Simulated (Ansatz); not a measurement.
Consider the ligand exchange at a Mo–F bond: `[NH]=[Mo](=[NH])([F])[F]` + HCl → `[NH]=[Mo](=[NH])([F])[Cl]` + H–F.

Computed with Ansatz on PBE0-D4/def2-TZVP structures; ΔE is electronic, products minus reactants. CCSD(T)/CBS adds triple-zeta CCSD(T) − MP2 to the extrapolated MP2 energy (def2 sets, frozen cores). This one scheme is used for every species. Elements past krypton have def2 core potentials. For Mo outer-core shells are correlated without core-valence functions, which leaves a few kJ/mol of doubt a bond. One conformer a species, not always the lowest.

```csv
species,CCSD/def2-TZVPP energy (Eh)
`[NH]=[Mo](=[NH])([F])[F]`,-378.11849
HCl,-460.32332
`[NH]=[Mo](=[NH])([F])[Cl]`,-738.10922
H–F,-100.33828
```

Work out ΔE.

ΔE = (-738.10922) + (-100.33828) − (-378.11849) − (-460.32332) = -0.00569 Eh = -3.6 kcal/mol. CCSD(T)/CBS gives -5.4 kcal/mol.

Largest T1 diagnostic among the species: 0.022, so the coupled-cluster value is less sure than usual.

From r2SCAN to r2SCAN0 (25 % exact exchange), in def2-TZVPP and without D4, ΔE moves by −1.7 kcal/mol. Leaving LDA and LC-ωPBE aside and taking each functional with its dispersion term where it has one, the values, not all of them listed here, spread over 5.2 kcal/mol, from PBE-QIDH to CAM-B3LYP-D4. LDA lies −0.8 kcal/mol from PBE without D4. In def2-TZVPP, CCSD(T) changes the Hartree–Fock value by −2.7 kcal/mol (the triples alone add −0.7 kcal/mol) and MP2 by −7.5 kcal/mol.
